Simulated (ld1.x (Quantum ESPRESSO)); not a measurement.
# What the settings do to the TM potential of neon (Ne)

Base potential:

| Item | Value |
| --- | --- |
| Element | neon |
| Generator | ld1.x (Quantum ESPRESSO) 7.5 |
| Type | norm-conserving Troullier–Martins (Kleinman–Bylander form) |
| Functional | LDA (PZ) |
| Relativity | non-relativistic |
| Frozen core | [He] |
| Valence charge | 8 |
| Reference configuration | 2s2 2p4 (charge +2) |
| Partial waves | 2s (bound): rc 0.75 bohr; 2p (bound): rc 1.20 bohr; 3d channel at 0.1 Ry: rc 1.25 bohr |
| Local potential | all-electron potential smoothed inside 0.60 bohr (lloc = -1) |
| Core correction | Bessel-smoothed model core, default radius (core density twice the valence density) |

Cutoffs, loose and tight: the cutoffs (Ry, on a coarse ladder) from which the occupation-weighted sum of valence levels, in a spherical-Bessel basis at the reference potential, stays within 10 and 1 mRy of its value at 400 Ry. They do not see the model core or the augmentation charge, which bear on the density cutoff. Test errors are all-electron minus pseudo excitation energies from the reference, over the configurations 2s2 2p6; 2s2 2p5; 2s2 2p3; 2s1 2p6; 2s2 2p5.5; 2s2 2p2 (two spin-polarised tests are not counted in the largest error). A dash means not determined; rows that change the core or the reference have their own tests.

```csv
change,outcome,"cutoff, loose","cutoff, tight",bound ghosts,largest test error (meV)
base,generated,180 Ry,260 Ry,none,+771
local potential all-electron potential smoothed inside 1.00 bohr (lloc = -1),generated,180 Ry,260 Ry,none,+717
reference 2s2 2p6,generated,160 Ry,260 Ry,none,+1578
wave 3d channel at 0.1 Ry: rc 1.25 bohr becomes 3d channel at 0.1 Ry: rc 1.08 bohr,generated,180 Ry,260 Ry,none,+771
local potential all-electron potential smoothed inside 0.58 bohr (lloc = -1),generated,180 Ry,260 Ry,none,+772
scalar-relativistic,generated,180 Ry,260 Ry,none,+766
wave 2s (bound): rc 0.75 bohr becomes 2s (bound): rc 0.56 bohr,generated,230 Ry,over 300 Ry,none,+748
functional PW91,generated,180 Ry,260 Ry,none,+775
```

Problem. What comes out with this change to the base: all radii but the core radius scaled by about 1.26 (s 0.94, p 1.52, d 1.58 bohr); local potential all-electron potential smoothed inside 0.76 bohr (lloc = -1)?

Solution. outcome: generated; cutoff, loose: 90 Ry; cutoff, tight: 180 Ry; bound ghosts: none; largest test error (meV): +1993.

Problem. What comes out with this change to the base: wave 2p (bound): rc 1.20 bohr becomes 2p (bound): rc 1.74 bohr?

Solution. outcome: generated; cutoff, loose: 160 Ry; cutoff, tight: 260 Ry; bound ghosts: none; largest test error (meV): +2929.
